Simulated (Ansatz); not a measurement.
A series at B: from `[SiH3]OB(O[SiH3])O[SiH3]`, ligands are replaced one by one, each step taking up H₂O and setting free `O[SiH3]`; n counts the steps. Ansatz, PBE0-D4/def2-TZVP geometries. Each molecule was computed in one conformer, which needn't be the lowest.

CBS adds triple-zeta CCSD(T) − MP2 to the MP2 limit, frozen cores; atoms without spin–orbit coupling. 

```json
{"n": "0", "molecule": "`[SiH3]OB(O[SiH3])O[SiH3]`", "atomization energy, CCSD(T)/CBS (kJ/mol)": "5988.1"}
{"n": "1", "molecule": "`OB(O[SiH3])O[SiH3]`", "atomization energy, CCSD(T)/CBS (kJ/mol)": "5003.3"}
{"n": "2", "molecule": "`OB(O)O[SiH3]`", "atomization energy, CCSD(T)/CBS (kJ/mol)": "4045.1"}
{"n": "3", "molecule": "`OB(O)O`", "atomization energy, CCSD(T)/CBS (kJ/mol)": "?"}
```

Problem. By hand: fit a straight line y = ȳ + b (n − n̄) to the 3 given rows and predict n = 3.

Solution. n̄ = 1.000, ȳ = 5012.17; Σ(n − n̄)(y − ȳ) = -1943.00, Σ(n − n̄)² = 2.000, so b = -971.50 kJ/mol a step. Prediction: 5012.17 + (-971.50) × (2.000) = 3069.2 kJ/mol.

Problem. By hand: compare with the computed value, 3074.3 kJ/mol, and give the steps along the whole series.

Solution. The line misses by 5.1 kJ/mol (computed minus predicted). Steps: -984.8, -958.2, -970.8 kJ/mol.

The steps differ by up to 26.6 kJ/mol, small against a whole step but well beyond the method's doubt, so the ligands' effects don't simply add. The miss is 0.2 % of the series' range. The energies themselves are unsure by some kJ/mol a bond, though much of that is common to the series.
